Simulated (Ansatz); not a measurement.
Zirconium tetrachloride + H–F → `[F][Zr]([Cl])([Cl])[Cl]` + HCl at 700 K and 1 bar (ligand exchange at a Zr–Cl bond).

Gas-phase electronic energies from Ansatz, PBE0-D4/def2-TZVP geometries. CCSD(T)/CBS is the MP2 limit (def2-TZVPP, def2-QZVPP) plus CCSD(T) − MP2 in def2-TZVPP, frozen cores. This one scheme is used for every species. def2 core potentials past Kr. For Zr outer-core shells are correlated without core-valence functions, which leaves a few kJ/mol of doubt a bond.

```json
{"species": "`[Cl][Zr]([Cl])([Cl])[Cl]`", "CCSD(T)/CBS energy (Eh)": "-1886.41337", "H − E (kJ/mol)": "77.2", "S (J/(mol·K))": "456.5"}
{"species": "H–F", "CCSD(T)/CBS energy (Eh)": "-100.39570", "H − E (kJ/mol)": "45.2", "S (J/(mol·K))": "198.5"}
{"species": "`[F][Zr]([Cl])([Cl])[Cl]`", "CCSD(T)/CBS energy (Eh)": "-1526.43176", "H − E (kJ/mol)": "77.8", "S (J/(mol·K))": "454.9"}
{"species": "HCl", "CCSD(T)/CBS energy (Eh)": "-460.38127", "H − E (kJ/mol)": "38.4", "S (J/(mol·K))": "211.8"}
```

H − E and S are ideal-gas, rigid-rotor, harmonic terms from PBE0-D4/def2-TZVP. 1 Eh = 2625.50 kJ/mol, R = 8.31446 J/(mol·K).

Problem. By hand: ΔE, ΔH, ΔS and ΔG.

Solution. ΔE = (-1526.43176) + (-460.38127) − (-1886.41337) − (-100.39570) = -0.00396 Eh = -10.4 kJ/mol. Δ(H − E) = 77.8 + 38.4 − 77.2 − 45.2 = -6.2, so ΔH = -16.6 kJ/mol. ΔS = 454.9 + 211.8 − 456.5 − 198.5 = 11.7 J/(mol·K). ΔG = -16.6 − 700 × (11.7)/1000 = -24.8 kJ/mol.

Problem. By hand: the equilibrium constant, and the temperature at which ΔG would vanish if ΔH and ΔS stayed fixed.

Solution. log₁₀ K = −ΔG/(RT ln 10) = 1.9. ΔH and −TΔS have one sign here, so there is no such temperature.

TΔS isn't small against ΔH here. A doubt of 5 kJ/mol in ΔE shifts log₁₀ K by 0.4 here. These are equilibria of isolated gas molecules and say nothing of rates. Largest T1 diagnostic: 0.016 (customary marks: 0.02 for closed shells, 0.045 for open ones).
